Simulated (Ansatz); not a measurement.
This Ansatz (a program for electronic structure) input (CCSD(T)/cc-pVDZ) gives -2400.54264 Eh with 32 basis functions. A basis named .json is the Basis Set Exchange file of that set (core-valence sets with the plain set on hydrogen).

Ansatz 0.2 input:
```yaml
crystal:
  periodic: [false, false, false]
  atoms:
    - {symbol: Se, position_ang: [-0.00000000, -0.00000000, -0.04223725]}
    - {symbol: H, position_ang: [0.00000000, 0.00000000, 1.43606647]}
basis:
  gaussian:
    orbitals: cc-pVDZ
total_charge: -1
magnetization: {spin_polarized: false}
correlation: {method: ccsd_t, electrons: outside_noble_gas}
```

Change:
```diff
- orbitals: cc-pVDZ
+ orbitals: 6-31G__.json
```

Question: What does the run give now?

Answer: -2400.28063 Eh (CCSD(T)/6-31G**, 40 functions), a change of +262.01 mEh.
